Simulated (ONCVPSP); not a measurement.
## PW91 ONCV dataset for nickel (Ni), scalar-relativistic all-electron reference.

ONCVPSP 4.0.1 was run on this input:

```
# ATOM AND REFERENCE CONFIGURATION
# atsym  z   nc   nv     iexc    psfile
  Ni 28.00    3    4  -109134      upf
#
#   n    l    f
    1    0    2.00
    2    0    2.00
    2    1    6.00
    3    0    2.00
    3    1    6.00
    3    2    8.00
    4    0    1.75
#
# PSEUDOPOTENTIAL AND OPTIMIZATION
# lmax
    2
#
#   l,   rc,      ep,       ncon, nbas, qcut
    0    1.05    0.00    4    8   10.10
    1    1.05    0.00    4    9   12.30
    2    1.65    0.00    4    9   10.70
#
# LOCAL POTENTIAL
# lloc, lpopt,  rc(5),   dvloc0
    4    5    0.95   -1.00
#
# VANDERBILT-KLEINMAN-BYLANDER PROJECTORs
# l, nproj, debl
    0    2    1.50
    1    2    1.90
    2    3    4.00
#
# MODEL CORE CHARGE
# icmod, fcfact, rcfact
    3    4.00    1.25
#
# LOG DERIVATIVE ANALYSIS
# epsh1, epsh2, depsh
   -6.00    5.00    0.04
#
# OUTPUT GRID
# rlmax, drl
    6.00    0.01
#
# TEST CONFIGURATIONS
# ncnf
    4
# nvcnf
#   n    l    f
    4
    3    0    2.00
    3    1    6.00
    3    2    8.00
    4    0    2.00
#
    4
    3    0    2.00
    3    1    6.00
    3    2    8.00
    4    0    1.00
#
    4
    3    0    2.00
    3    1    6.00
    3    2    8.00
    4    0    0.00
#
    4
    3    0    2.00
    3    1    6.00
    3    2    6.00
    4    0    0.00
#
```

Command:

```bash
oncvpsp.x < Ni.dat > Ni.out
```

Output (shortened: citation, most of the input echo, consistency checks and plot data are left out):

```
ONCVPSP  (Optimized Norm-Conservinng Vanderbilt PSeudopotential)
scalar-relativistic version 4.0.1

#   n    l    f        energy (Ha)
    1    0    2.00    -3.0193694E+02
    2    0    2.00    -3.6166634E+01
    2    1    6.00    -3.1133397E+01
    3    0    2.00    -4.1594504E+00
    3    1    6.00    -2.7035639E+00
    3    2    8.00    -4.0684166E-01
    4    0    1.75    -2.7527257E-01

Reference configufation results
  iterations    31
  all-electron total energy (Ha)   -1.52086101D+03

Begin loop to  construct optimized pseudo wave functions
and semi-local pseudopoentials for all angular momenta

Calculating optimized projector #   1

 for l=   0

    Fraction of norm inside rc  0.869535
    Optimizing pswf for qcut=  10.08 a_B^-1,  ecut=  50.81 Ha
    Residual kinetic energy error=  1.01D-04 Ha

    Energy error per electron        Cutoff
         Ha          eV             Ha
         0.01000     0.27211       33.09
         0.00100     0.02721       42.37
         0.00010     0.00272       51.99
         0.00001     0.00027      154.73

Calculating optimized projector #   2

 for l=   0

    Fraction of norm inside rc  0.029781
    Optimizing pswf for qcut=  10.08 a_B^-1,  ecut=  50.81 Ha
    Residual kinetic energy error=  2.67D-05 Ha

    Energy error per electron        Cutoff
         Ha          eV             Ha
         0.01000     0.27211       20.65
         0.00100     0.02721       36.43
         0.00010     0.00272       46.04
         0.00001     0.00027       68.04

WARNING wellstate: negative energy specified for n= 4 l=  1
WARNING scattering state with energy  0.25000000
WARNING will be used for the first projector

   Wellstate for l =  1  n =  4
     eigenvalue =   0.2500
     asymptotic potential =   0.7500
     half-point radius =  2.7677

Calculating optimized projector #   1

 for l=   1

    Fraction of norm inside rc  0.822575
    Optimizing pswf for qcut=  12.31 a_B^-1,  ecut=  75.80 Ha
    Residual kinetic energy error=  1.76D-07 Ha

    Energy error per electron        Cutoff
         Ha          eV             Ha
         0.01000     0.27211       32.71
         0.00100     0.02721       41.68
         0.00010     0.00272       49.48
         0.00001     0.00027       55.47

Calculating optimized projector #   2

 for l=   1

    Fraction of norm inside rc  0.047719
    Optimizing pswf for qcut=  12.31 a_B^-1,  ecut=  75.80 Ha
    Residual kinetic energy error=  1.95D-07 Ha

    Energy error per electron        Cutoff
         Ha          eV             Ha
         0.01000     0.27211       24.96
         0.00100     0.02721       34.79
         0.00010     0.00272       42.97
         0.00001     0.00027       49.76

   Wellstate for l =  2  n =  6
     eigenvalue =   3.5932
     asymptotic potential =   4.0932
     half-point radius =  3.5453

   Wellstate for l =  2  n =  7
     eigenvalue =   7.5932
     asymptotic potential =   8.0932
     half-point radius =  3.0690

Calculating optimized projector #   1

 for l=   2

    Fraction of norm inside rc  0.876292
    Optimizing pswf for qcut=  10.70 a_B^-1,  ecut=  57.22 Ha
    Residual kinetic energy error=  2.58D-07 Ha

    Energy error per electron        Cutoff
         Ha          eV             Ha
         0.01000     0.27211       35.14
         0.00100     0.02721       41.63
         0.00010     0.00272       46.64
         0.00001     0.00027       50.96

Calculating optimized projector #   2

 for l=   2

    Fraction of norm inside rc  0.132315
    Optimizing pswf for qcut=  10.70 a_B^-1,  ecut=  57.22 Ha
    Residual kinetic energy error=  3.46D-06 Ha

    Energy error per electron        Cutoff
         Ha          eV             Ha
         0.01000     0.27211       37.40
         0.00100     0.02721       44.93
         0.00010     0.00272       50.52
         0.00001     0.00027       54.87

Calculating optimized projector #   3

 for l=   2

    Fraction of norm inside rc  0.093160
    Optimizing pswf for qcut=  10.70 a_B^-1,  ecut=  57.22 Ha
    Residual kinetic energy error=  9.01D-05 Ha

    Energy error per electron        Cutoff
         Ha          eV             Ha
         0.01000     0.27211       44.06
         0.00100     0.02721       51.15
         0.00010     0.00272       57.89
         0.00001     0.00027      123.54

Construct Vanderbilt / Kleinmman-Bylander projectors

B matrix Hermiticity error, ll=   0
   1   2    4.4717E-04

  Orthonormal projector coefficients  1.6567E+01  2.6724E+00

B matrix Hermiticity error, ll=   1
   1   2    3.8655E-04

  Orthonormal projector coefficients  4.1831E+00  5.6599E-01

B matrix Hermiticity error, ll=   2
   1   2    2.7191E-04
   1   3   -3.7568E-04
   2   3    2.2204E-04

  Orthonormal projector coefficients -6.9776E+00 -4.2392E+00 -9.4599E-01

Model core correction analysis
  based on d2Exc/dn_idn_j

d2excae - all-electron derivatives

   -4.333868D-02   -4.020335D-02   -2.929355D-02   -2.060423D-03
   -4.020356D-02   -3.854383D-02   -2.885454D-02   -2.457916D-03
   -2.929395D-02   -2.885477D-02   -2.647201D-02   -7.058246D-03
   -2.060318D-03   -2.457669D-03   -7.056160D-03   -3.477445D-02

d2excps - pseudofunction derivatives with no core correction

   -4.851996D-02   -4.341961D-02   -2.869927D-02   -2.627648D-03
   -4.342042D-02   -4.134883D-02   -2.913592D-02   -2.807351D-03
   -2.869949D-02   -2.913605D-02   -2.792394D-02   -6.816514D-03
   -2.627614D-03   -2.807139D-03   -6.814427D-03   -3.478060D-02

rms 2nd derivative error    1.926524E-03

rmatch, rhocmatch    0.3848   50.2075

Teter function model core charge with specified parameters

d2excps - pseudofunction derivatives with core correction

   -4.226886D-02   -4.050539D-02   -2.851394D-02   -2.181450D-03
   -4.050545D-02   -3.944844D-02   -2.897819D-02   -2.599440D-03
   -2.851412D-02   -2.897834D-02   -2.804889D-02   -6.794720D-03
   -2.181356D-03   -2.599211D-03   -6.792635D-03   -3.474925D-02

rms 2nd derivative error    6.168038E-04

Pseudoatom total energy -164.433624

Diagnostic tests using Vanderbilt-Kleinman-Bylander pseudopotentials
  1 or more projectors used as specified by nproj input data

   l    rcore       rmatch      e in        delta e   norm test  slope test

   0   1.0512465   1.0831647  -4.1594504  -0.0000051   1.0002117   1.0002188
   0   1.0512465   1.0831647  -0.2752726   0.0000103   1.0000887   1.0000749

   1   1.0512465   1.0831647  -2.7035639   0.0000007   1.0001788   1.0002129
   1   1.0512465   1.0831647   0.2500000   0.0000905   1.0004386   1.0004386

   2   1.6563462   1.7066364  -0.4068417  -0.0000018   1.0000999   1.0001090
   2   1.6563462   1.7066364   3.5931583   0.0000434   1.0001854   1.0001854
   2   1.6563462   1.7066364   7.5931583   0.0001111   1.0003516   1.0003516

 Testing for bound ghosts
   n   l    E NL Schr. Eq   E Basis Diag.   E Cutoff

   1   0       -4.159456       -4.159424    238.19
   2   0       -0.275262        0.066927    238.19

   2   1       -2.703563       -2.703336    358.01

   3   2       -0.406843       -0.406278    202.23

 Testing for highly-localized positive-energy ghosts
       l    <radius>/rc     E Basis Diag.   E Cutoff

Test configuration 0

   n   l     f        eae           eps        diff
   1   0  2.0000 -301.93693646
   2   0  2.0000  -36.16663411
   2   1  6.0000  -31.13339713
   3   0  2.0000   -4.15945039   -4.15945554   -5.15D-06
   3   1  6.0000   -2.70356392   -2.70356320    7.22D-07
   3   2  8.0000   -0.40684166   -0.40684348   -1.82D-06
   4   0  1.7500   -0.27527257   -0.27526223    1.03D-05

    Total energies and differences
      AE_ref= -1.52086101D+03  AE_tst= -1.52086101D+03  dif=  0.00D+00
      PS_ref= -1.64433624D+02  PS_tst= -1.64433624D+02  dif=  5.06D-12
      PSP excitation error= -5.06D-12

Test configuration 1

   n   l     f        eae           eps        diff
   1   0  2.0000 -301.85856768
   2   0  2.0000  -36.08972334
   2   1  6.0000  -31.05636345
   3   0  2.0000   -4.08134330   -4.08125143    9.19D-05
   3   1  6.0000   -2.62532821   -2.62528631    4.19D-05
   3   2  8.0000   -0.32905494   -0.32888457    1.70D-04
   4   0  2.0000   -0.20964523   -0.20966626   -2.10D-05

    Total energies and differences
      AE_ref= -1.52086101D+03  AE_tst= -1.52092156D+03  dif= -6.05D-02
      PS_ref= -1.64433624D+02  PS_tst= -1.64494180D+02  dif= -6.06D-02
      PSP excitation error=  7.71D-06

Test configuration 2

   n   l     f        eae           eps        diff
   1   0  2.0000 -302.19600430
   2   0  2.0000  -36.41981916
   2   1  6.0000  -31.38707705
   3   0  2.0000   -4.41685197   -4.41732118   -4.69D-04
   3   1  6.0000   -2.96135170   -2.96158310   -2.31D-04
   3   2  8.0000   -0.66237965   -0.66305333   -6.74D-04
   4   0  1.0000   -0.48698835   -0.48681943    1.69D-04

    Total energies and differences
      AE_ref= -1.52086101D+03  AE_tst= -1.52057644D+03  dif=  2.85D-01
      PS_ref= -1.64433624D+02  PS_tst= -1.64149083D+02  dif=  2.85D-01
      PSP excitation error=  3.21D-05

Test configuration 3

   n   l     f        eae           eps        diff
   1   0  2.0000 -302.58971978
   2   0  2.0000  -36.80236754
   2   1  6.0000  -31.77055587
   3   0  2.0000   -4.80591465   -4.80754979   -1.64D-03
   3   1  6.0000   -3.35071227   -3.35165503   -9.43D-04
   3   2  8.0000   -1.04622779   -1.04825998   -2.03D-03

    Total energies and differences
      AE_ref= -1.52086101D+03  AE_tst= -1.51993662D+03  dif=  9.24D-01
      PS_ref= -1.64433624D+02  PS_tst= -1.63509519D+02  dif=  9.24D-01
      PSP excitation error=  2.85D-04

Test configuration 4

   n   l     f        eae           eps        diff
   1   0  2.0000 -304.21989020
   2   0  2.0000  -38.48112442
   2   1  6.0000  -33.44516008
   3   0  2.0000   -6.36257845   -6.34830009    1.43D-02
   3   1  6.0000   -4.88883258   -4.87539958    1.34D-02
   3   2  6.0000   -2.52120877   -2.49022372    3.10D-02

    Total energies and differences
      AE_ref= -1.52086101D+03  AE_tst= -1.51643595D+03  dif=  4.43D+00
      PS_ref= -1.64433624D+02  PS_tst= -1.60027373D+02  dif=  4.41D+00
      PSP excitation error=  1.88D-02
```

The run took about 3.9 s on one core of a shared server CPU.
